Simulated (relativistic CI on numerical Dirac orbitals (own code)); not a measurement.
Crystal-field levels of Ag³⁺, 4d8

Calculated by Dirac-Coulomb-Breit CI, separate exchange-only KLI orbitals for each configuration, model QED (radiative potential, 1s self-energy scaled to tabulated hydrogen-like ionisation energies), one configuration in a parametric crystal field, unscaled Slater integrals (own radial code). With so little scaling, terms lie 10 to 35 % too far apart, which can change the order of excited levels.

Field parameters in Wybourne normalisation: Oh B⁴₀ = 21Dq, B⁴₄ = √(5/14) B⁴₀. The field is a parameter set, without covalency.

S is read from ⟨S²⟩ = S(S + 1).

Site symmetry Oh; labels are those of the double group. Computed levels in cm⁻¹ above the lowest, in rising order:

```csv
Δ (size of 10Dq),Lowest,No. 2,No. 3,No. 4,No. 5,No. 6,No. 7,No. 8
6000,T2,5086 E,5737 T1,7728 T2,8095 A2,8498 A1,10854 T1,12077 E
10750,T2,9577 E,10425 T1,11925 T2,12446 A2,15378 E,15599 A1,17614 T1
15550,T2,13585 E,15178 T1,16480 T2,17056 A2,17137 E,22012 A1,24087 T1
20350,T2,15469 E,19944 T1,20398 E,21146 T2,21745 A2,26698 A1,30041 T1
25100,T2,15981 E,24669 T1,24799 E,25814 T2,26423 A2,28728 A1,35546 T1
29900,T2,16196 E,29450 T1,29478 E,29619 A1,30558 T2,31171 A2,40859 T1
34700,T2,16314 E,30164 A1,34219 E,34234 T1,35318 T2,35932 A2,45975 T2
39500,T2,16389 E,30554 A1,38986 E,39022 T1,40088 T2,40702 A2,50859 T2
44250,T2,16440 E,30852 A1,43714 E,43761 T1,44815 T2,45428 A2,55670 T2
```

Ground-state S against |10Dq| in cm⁻¹: 6000: 1.00, 10750: 1.00, 15550: 1.00, 20350: 1.00, 25100: 1.00, 29900: 1.00, 34700: 1.00, 39500: 1.00, 44250: 1.00.

No abrupt spin change occurs in this range.
